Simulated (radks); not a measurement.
Excited configurations of Ir II: one electron is placed in a higher orbital outside [Xe] 4f14 5d7. The ground configuration is [Xe] 4f14 5d7 6s1. Calculated with a radial shooting solver on a logarithmic mesh with Libxc functionals: Dirac Kohn-Sham, LDA (Slater exchange, Perdew-Wang correlation), spin-unpolarised, spherical densities, point nucleus; open shells fill j = l - 1/2 first. Excitation = E - E(ground); binding = E(ion) - E, where the ion is the core of charge +2; n* = 2/sqrt(2 binding) in atomic units, and the quantum defect is n - n*.

| outer orbital | excitation (eV) | binding (eV) | n* | quantum defect |
|---|---|---|---|---|
| 5f5/2 | 14.222 | 3.561 | 3.909 | 1.091 |
| 6p1/2 | 5.735 | 12.049 | 2.125 | 3.875 |
| 6d3/2 | 12.152 | 5.631 | 3.109 | 2.891 |
| 6f5/2 | 15.362 | 2.421 | 4.741 | 1.259 |
| 7s1/2 | 10.943 | 6.840 | 2.821 | 4.179 |
| 7p1/2 | 12.369 | 5.414 | 3.170 | 3.830 |
| 7d3/2 | 14.442 | 3.342 | 4.036 | 2.964 |
| 7f5/2 | 16.055 | 1.729 | 5.611 | 1.389 |

The Delta-SCF ionisation energy is 17.783 eV (NIST Atomic Spectra Database: 17.0 eV, semi-empirical). Self-interaction in the functional shifts the binding energies and quantum defects, so they are the method's values and not measured ones. Spin polarisation and multiplet splitting are left out, so open shells lie too high by an amount that depends on their filling.

Beside tabulated values, note that spin-unpolarised runs miss the spin-polarisation part of the exchange energy of open shells.
